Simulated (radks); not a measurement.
Q: Radial electron density D(r) = 4 pi r^2 rho(r) of an atom or ion with 13 electrons. Calculated with a radial shooting solver on a logarithmic mesh with Libxc functionals: Dirac Kohn-Sham, PBEsol, spin-unpolarised, spherical densities, finite nucleus; Fermi nuclear charge, rms radius of each element as measured or else 0.836 A^(1/3) + 0.57 fm.

```
   r/bohr * D(r) (the largest magnitude, 15.7, reaches the edge; | marks zero)
 0.009589 |     *
  0.01229 |       *
  0.01575 |            *
  0.02002 |                 *
  0.02565 |                        *
  0.03287 |                                 *
  0.04212 |                                          *
  0.05355 |                                                  *
  0.06862 |                                                      *
  0.08794 |                                                     *
   0.1127 |                                               *
   0.1433 |                                      *
   0.1836 |                                 *
   0.2352 |                                   *
   0.3015 |                                           *
   0.3832 |                                                 *
   0.4911 |                                              *
   0.6293 |                                 *
   0.8064 |                  *
    1.033 |        *
    1.314 |     *
    1.684 |     *
    2.157 |    *
    2.765 |  *
    3.514 |*
    4.504 *
    5.771 *
    7.396 *
```

What is the nuclear charge?

A: Z = 14. The innermost maximum, from 1s, lies near gamma/Z bohr with gamma = sqrt(1 - (Z/c)^2) = 0.995, here 0.0711 bohr (found: 0.0749), and its height grows with Z. The density is that of the silicon ion Si+ in [Ne] 3s2 3p1; the configuration itself is not fixed sharply by these data, and Z only to about a unit. D(r) has 3 maxima, at r = 0.0749, 0.405, 1.70 bohr, and minima at 0.196, 1.41 bohr, inside which lie 2.20, 10.43 electrons.
